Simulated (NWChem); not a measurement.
# Atomisation of AlClI₂

```xyz
4

Al     0.0000     0.0000    -0.6857
Cl     0.0000     0.0000    -2.7912
I     -2.1462     0.0000     0.5317
I      2.1462     0.0000     0.5317
```
Charge 0, spin multiplicity 1.

All runs are NWChem calculations. Structure: optimised with PBE/def2-SVP with def2 effective core potentials on I, a minimum by its harmonic frequencies.

Basis set: def2-TZVP. The atomisation energy is electronic alone: no zero-point, thermal, spin-orbit or counterpoise terms. No value is extrapolated to the basis-set limit. Free atoms are single determinants with multiplicities Al 2, Cl 2, I 2.

Effective core potentials replace the inner electrons of I; spin-orbit coupling is left out. B3LYP has NWChem's definition, with VWN1-RPA local correlation. The structure started from a generated list of species. The stability of the SCF solutions was not checked. Open-shell Hartree-Fock references start from PBE0 orbitals.

### Question
One of these methods gave an atomisation energy of 188.9 kcal/mol. Which?
(A) PBE0
(B) B3LYP
(C) HF
(D) BP86

### Answer
C, HF. The others give 248.0 (PBE0), 235.3 (B3LYP), 245.3 (BP86).
